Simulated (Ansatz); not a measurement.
Two members of one family (Series SbMe2X), computed with Ansatz in the gas phase; def2 core potentials for I, Sb, no spin–orbit coupling. Binding counts from free atoms in the multiplicity of their measured ground term, without zero-point energy. The structures are stationary points that may keep the symmetry of their start.

First: SbMe2Br (singlet, charge 0, B3LYP-D4/def2-SVP geometry).

Cartesian coordinates in Å:
```
Sb 0.504 0.317 1.202
C -1.531 -0.108 0.526
H -1.671 0.302 -0.484
H -2.256 0.347 1.216
H -1.676 -1.200 0.510
C 1.415 -0.498 -0.610
H 2.481 -0.232 -0.640
H 0.905 -0.086 -1.492
H 1.313 -1.595 -0.597
Br 0.515 2.752 0.369
```

```json
{"level": "PBE-D4/def2-SVP", "HOMO (eV)": "-5.84", "LUMO (eV)": "-2.13", "gap (eV)": "3.71", "binding per atom (eV)": "3.51"}
{"level": "r2SCAN-D4/def2-TZVP", "HOMO (eV)": "-6.25", "LUMO (eV)": "-2.13", "gap (eV)": "4.12", "binding per atom (eV)": "3.46"}
{"level": "r2SCAN-D4/def2-TZVPD", "HOMO (eV)": "-6.26", "LUMO (eV)": "-2.17", "gap (eV)": "4.09", "binding per atom (eV)": "3.46"}
{"level": "PBE0-D4/def2-SVP", "HOMO (eV)": "-6.94", "LUMO (eV)": "-1.40", "gap (eV)": "5.54", "binding per atom (eV)": "3.46"}
{"level": "ωB97X-V/def2-TZVP", "HOMO (eV)": "-9.21", "LUMO (eV)": "0.41", "gap (eV)": "9.62", "binding per atom (eV)": "3.47"}
```

Second: SbMe2I (singlet, charge 0, B3LYP-D4/def2-SVP geometry).

| atom | x (Å) | y (Å) | z (Å) |
| --- | --- | --- | --- |
| Sb1 | 0.782 | -1.082 | 0.083 |
| C2 | 0.231 | 0.203 | -1.600 |
| H3 | -0.785 | 0.595 | -1.454 |
| H4 | 0.275 | -0.374 | -2.535 |
| H5 | 0.950 | 1.037 | -1.652 |
| C6 | 0.112 | 0.362 | 1.585 |
| H7 | 0.067 | -0.124 | 2.569 |
| H8 | -0.882 | 0.747 | 1.315 |
| H9 | 0.837 | 1.190 | 1.621 |
| I10 | -1.586 | -2.554 | 0.067 |

Task: Estimate the same table for the second.

Result: 
```tsv
level	HOMO (eV)	LUMO (eV)	gap (eV)	binding per atom (eV)
PBE-D4/def2-SVP	-5.69	-2.43	3.26	3.47
r2SCAN-D4/def2-TZVP	-6.06	-2.38	3.68	3.41
r2SCAN-D4/def2-TZVPD	-6.07	-2.40	3.67	3.41
PBE0-D4/def2-SVP	-6.76	-1.75	5.01	3.41
ωB97X-V/def2-TZVP	-8.96	0.08	9.04	3.42
```
